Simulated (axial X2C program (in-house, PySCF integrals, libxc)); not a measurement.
**Bond lengths and stretching modes, held linear, of OTaO⁺**

Computed with an in-house all-electron X2C program for linear molecules (integrals from PySCF): two-component X2C with atomic mean-field Coulomb and Gaunt terms, Gaussian nuclei, basis O dyall-av3z, Ta dyall-v3z with contracted cores. Spin-free rows use the one-electron spin-free X2C Hamiltonian.

Masses O 15.995, Ta 180.948, O 15.995 u. States: 2c Ω = 2 (beyond evenly filled blocks: ω = 1/2, ω = 3/2); spin-free M_S = 0, Λ = 2 (beyond evenly filled blocks: σα, δ+β).

PBE0, spin-free: energies above the lowest point

```json
{"r(O–Ta) (Å)": "1.7160", "r(Ta–O) (Å)": "1.7160", "E (meV)": "103.29"}
{"r(O–Ta) (Å)": "1.7160", "r(Ta–O) (Å)": "1.7600", "E (meV)": "33.66"}
{"r(O–Ta) (Å)": "1.7160", "r(Ta–O) (Å)": "1.8040", "E (meV)": "28.18"}
{"r(O–Ta) (Å)": "1.7600", "r(Ta–O) (Å)": "1.7160", "E (meV)": "33.66"}
{"r(O–Ta) (Å)": "1.7600", "r(Ta–O) (Å)": "1.7600", "E (meV)": "0.00"}
{"r(O–Ta) (Å)": "1.7600", "r(Ta–O) (Å)": "1.8040", "E (meV)": "29.06"}
{"r(O–Ta) (Å)": "1.7600", "r(Ta–O) (Å)": "1.8480", "E (meV)": "102.95"}
{"r(O–Ta) (Å)": "1.8040", "r(Ta–O) (Å)": "1.7160", "E (meV)": "28.18"}
{"r(O–Ta) (Å)": "1.8040", "r(Ta–O) (Å)": "1.7600", "E (meV)": "29.06"}
{"r(O–Ta) (Å)": "1.8040", "r(Ta–O) (Å)": "1.8040", "E (meV)": "93.30"}
{"r(O–Ta) (Å)": "1.8480", "r(Ta–O) (Å)": "1.7600", "E (meV)": "102.95"}
{"r(O–Ta) (Å)": "1.8480", "r(Ta–O) (Å)": "1.8480", "E (meV)": "342.96"}
```

Problem. Fit a quadratic surface with cubic terms in each bond: where is the minimum, and what are the two stretching wavenumbers?

Solution. At PBE0, spin-free: bonds 1.760 and 1.760 Å; harmonic stretches 544.0 and 927.0 cm⁻¹; force constants 5.23, 5.23 and coupling 2.86 mdyn/Å.

The other levels and Hamiltonians give:

```json
{"Hamiltonian": "2c", "level": "PBE0", "r(O–Ta) (Å)": "1.759", "r(Ta–O) (Å)": "1.759", "lower stretch (cm⁻¹)": "551.1", "upper stretch (cm⁻¹)": "925.7"}
{"Hamiltonian": "2c", "level": "r2SCAN", "r(O–Ta) (Å)": "1.766", "r(Ta–O) (Å)": "1.766", "lower stretch (cm⁻¹)": "660.8", "upper stretch (cm⁻¹)": "908.5"}
{"Hamiltonian": "spin-free", "level": "r2SCAN", "r(O–Ta) (Å)": "1.766", "r(Ta–O) (Å)": "1.766", "lower stretch (cm⁻¹)": "655.9", "upper stretch (cm⁻¹)": "910.1"}
```

Each state is one determinant, the lowest of a limited PBE0 search; the stretches come from a fit to these few points and carry an uncertainty of a few per cent. Other orders of the atoms were not compared. Left out for rough or failed fits: HF 2c, MP2 2c, HF spin-free, MP2 spin-free. The levels spread by more than a fifth, so the stretches depend strongly on the method. The molecule was held linear; bending was not examined, so a bent shape may lie lower. Open-shell Ω = 0 determinants with evenly filled partner blocks cannot be reached by this program, so the Ω shown need not be the lowest component. Note: functional without a current term on a determinant with orbital currents, of the molecule or an atom. Note: several unpaired electrons, one determinant need not be a pure state.
